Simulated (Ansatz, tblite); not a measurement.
Cost and result up the ladder for the cluster HfO₃⁻ (4 atoms). Charge -1, multiplicity 2. Geometry: r2SCAN-D4/def2-TZVPD.

```xyz
4

Hf    0.024   -0.024   -0.028
O    -0.775   -1.580   -0.718
O    -1.006    1.025    1.185
O     1.757    0.579   -0.439
```

Ansatz on 4 threads of Arm Neoverse V2 on a shared host; xTB runs through tblite on one thread. Times are rough, summed over both states, and most runs start from the orbitals of an earlier one. PBE0-D4/def2-TZVPD serves as the yardstick here, not as an exact answer. The other state is a triplet.

In the def2 sets Hf takes a core potential; there is no spin–orbit coupling. The xTB rows come from tblite. The structure comes from a short search, and lower isomers may exist.

Raw xTB energies of ions are shifted by several eV, and xTB has no spin-polarisation term.

```json
{"level": "PBE-D4/def2-TZVPD", "functions": "163", "vertical IE (eV)": "3.84", "difference from PBE0-D4/def2-TZVPD (eV)": "0.21"}
{"level": "PBE0-D4/def2-TZVPD (with forces)", "functions": "163", "vertical IE (eV)": "3.62", "difference from PBE0-D4/def2-TZVPD (eV)": "0.00"}
{"level": "GFN1-xTB", "functions": "21", "vertical IE (eV)": "10.75", "difference from PBE0-D4/def2-TZVPD (eV)": "7.13"}
{"level": "GFN2-xTB", "functions": "21", "vertical IE (eV)": "9.42", "difference from PBE0-D4/def2-TZVPD (eV)": "5.80"}
{"level": "r2SCAN-D4/def2-TZVPD", "functions": "163", "vertical IE (eV)": "3.67", "difference from PBE0-D4/def2-TZVPD (eV)": "0.04"}
```

**Question.** Estimate how long each takes.

**Answer.** GFN1-xTB 0.006 s; GFN2-xTB 0.009 s; PBE-D4/def2-TZVPD 9.5 s; PBE0-D4/def2-TZVPD (with forces) 21 s; r2SCAN-D4/def2-TZVPD 25 s. On shared hardware such times vary by a factor of up to 3.
